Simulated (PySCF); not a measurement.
C3H8Si2.
SMILES: `C[SiH2]C#C[SiH3]`

The closed-shell ground state was solved at several levels (PySCF, density fitting, gas phase, non-relativistic). Isolated species at its PBE0-D3(BJ)/def2-SVP geometry, gas phase.

| level | basis functions | total energy (Eh) | HOMO (eV) | LUMO (eV) | gap (eV) | dipole (D) |
| --- | --- | --- | --- | --- | --- | --- |
| OPBE/pcSseg-1 | 139 | -697.8968 | -6.81 | -1.35 | 5.46 | 0.89 |
| PBE0/def2-TZVP | 215 | -697.7361 | -8.02 | -0.65 | 7.37 | 0.93 |
| PBE0/pcSseg-1 | 139 | -697.6385 | -8.02 | -0.58 | 7.44 | 0.85 |
| BLYP/pcSseg-1 | 139 | -697.9786 | -6.65 | -1.27 | 5.38 | 0.85 |
| PBE0/pcSseg-0 | 69 | -696.7198 | -8.09 | -0.33 | 7.76 | 0.64 |
| CAM-B3LYP/pcSseg-1 | 139 | -697.9810 | -9.32 | 0.56 | 9.88 | 0.80 |
| PBE0/IGLO-III | 273 | -697.7395 | -8.01 | -0.67 | 7.34 | 0.92 |
| PBE0/6-31G* | 94 | -697.6314 | -7.78 | -0.29 | 7.49 | 0.96 |
| KT2/pcSseg-1 | 139 | -705.2096 | -6.81 | -1.49 | 5.32 | 0.85 |
| B97-2/pcSseg-1 | 139 | -698.0202 | -7.77 | -0.60 | 7.17 | 0.84 |
| BP86/pcSseg-1 | 139 | -698.0960 | -6.93 | -1.55 | 5.38 | 0.88 |
| LC-wPBE/pcSseg-1 | 139 | -697.7698 | -10.76 | 1.63 | 12.39 | 0.80 |
| PBE0/STO-3G | 41 | -689.5832 | -5.27 | 4.77 | 10.04 | 0.36 |

Task: What might HF/pcSseg-1 (139 basis functions) give for the same quantities?

Result: Total energy -696.0418 Eh, HOMO -10.66 eV, LUMO 2.87 eV, gap 13.53 eV, dipole 0.78 D.

Task: Over all these levels, which gives the widest orbital gap and which the narrowest?

Result: HF/pcSseg-1 (Hartree–Fock, all exact exchange) has the widest, 13.53 eV, and KT2/pcSseg-1 (GGA) the narrowest, 5.32 eV. The two share the basis. From the narrowest to the widest the HOMO moves by -3.85 eV and the LUMO by +4.36 eV.

Task: How much does the basis alone move the frontier levels among the 6 PBE0 rows?

Result: The HOMO by 2.82 eV and the LUMO by 5.44 eV. By rising basis size (HOMO, LUMO in eV): STO-3G -5.27, 4.77; pcSseg-0 -8.09, -0.33; 6-31G* -7.78, -0.29; pcSseg-1 -8.02, -0.58; def2-TZVP -8.02, -0.65; IGLO-III -8.01, -0.67.

Task: In the pcSseg-1 basis, how does the gap go with the fixed share of exact exchange?

Result: KT2 (0 %) 5.32 eV; BP86 (0 %) 5.38 eV; BLYP (0 %) 5.38 eV; OPBE (0 %) 5.46 eV; B97-2 (21 %) 7.17 eV; PBE0 (25 %) 7.44 eV; HF (100 %) 13.53 eV. Each rise in the share widens the gap here.

Task: How far do the dipole and the HOMO energy spread over the levels?

Result: The dipole runs from 0.36 to 0.96 D (mean 0.81 D) and the HOMO from -10.76 to -5.27 eV.
